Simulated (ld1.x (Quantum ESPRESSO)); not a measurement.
**Building the TM potential for erbium (PBE, scalar-relativistic).**

ld1.x (Quantum ESPRESSO) 7.5 input, shortened:

```
&input
   title='Er', zed=68., rel=1, dft='PBE', iswitch=3,
   config='[Xe] 4f11 5d1 6s2 6p0'
 /
 &inputp
   pseudotype=2, tm=.true., lloc=0,
   nlcc=.false.
 /
3
6P  2  1   0.00   0.00  4.20  4.20  0.0
5D  3  2   1.00   0.00  2.80  2.80  0.0
6S  1  0   2.00   0.00  2.55  2.55  0.0
 &test
   configts(1)='5d1 6s2 6p0'
 /
```

Q: Estimate the cutoffs (Ry, on a coarse ladder) from which the occupation-weighted sum of valence levels, in a spherical-Bessel basis at the reference potential, stays within 10 and 1 mRy of its value at 400 Ry.

A: 18 Ry and 21 Ry.

Q: Does the potential have ghost states?

A: No extra level below or beside the all-electron valence levels (p, d, s, f tested).

Q: Tests: 5d1 6s1 6p0; 5d1 6s0 6p0; 5d1 6s1.5 6p0; 5d1 6s0 6p1; 5d2 6s0 6p0; 5d1.5 6s1.5 6p0; 5d2 6s1 6p0. Which has the largest error in its energy relative to the reference configuration, and how large is it?

A: 5d1 6s0 6p0, with +183 meV (all-electron minus pseudo) on +19.81 eV.
